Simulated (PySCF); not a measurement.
C6H13, SMILES C[CH]CCCC, doublet at its GFN2-xTB optimised geometry (Å):

```
19

C      0.5487     1.8295     3.9610
C      1.1445     1.8809     2.6089
C      0.4541     1.3194     1.4302
C      0.7193    -0.1974     1.2745
C      0.1156    -0.7846     0.0000
C     -1.4085    -0.7846     0.0000
H     -0.5354     1.7462     3.9065
H      0.8079     2.7199     4.5367
H      0.9209     0.9702     4.5346
H      2.1890     2.1316     2.5250
H      0.8011     1.8143     0.5186
H     -0.6229     1.4743     1.5238
H      0.3138    -0.7171     2.1448
H      1.7997    -0.3577     1.2632
H      0.4789    -0.2230    -0.8639
H      0.4678    -1.8143    -0.1048
H     -1.7997     0.2294     0.0000
H     -1.7888    -1.3018     0.8786
H     -1.7858    -1.2915    -0.8856
```

Method: unrestricted CAM-B3LYP/def2-SVP in PySCF.

Map of the log10 of the electron density (e/bohr³), floored at −4 on the plane z = 0.6 Å:

```
|0000000000000000000000000000000|
|0000000000000000000000000000000|
|0000000000000001111110000000000|
|0000000000000112233322100000000|
|0000000000011233444433210000000|
|0000000001122344556554321000000|
|0000000001233455677765421000000|
|0000000012344556788875432100000|
|0000000123445667899976432100000|
|0000011233455677899976432100000|
|0000122334455677888876432100000|
|0001233445555667788765432100000|
|0001234555555567777765433210000|
|0002345666655566777765543210000|
|0012356777766667888776654321000|
|0012356778776678888877665431000|
|0012456788877788999887765432000|
|0012456788888889999877765431000|
|0013457899988889998876655421000|
|0013467899988888888766554321000|
|0013457899987778887655443210000|
|0012456788876677777654332100000|
|0012345677765566776543221000000|
|0001234566554456666543210000000|
|0001223444433345555432100000000|
|0000112233322234444321000000000|
|0000001111111122333211000000000|
|0000000000000011111100000000000|
|0000000000000000000000000000000|
|0000000000000000000000000000000|
|0000000000000000000000000000000|
```
Scale: ten equal steps from -4.00 (start of '0') to -0.473 (end of '9'), in the order '0123456789'; x runs from -4.00 to 4.00, y from -4.00 (bottom) to 4.00 (top).
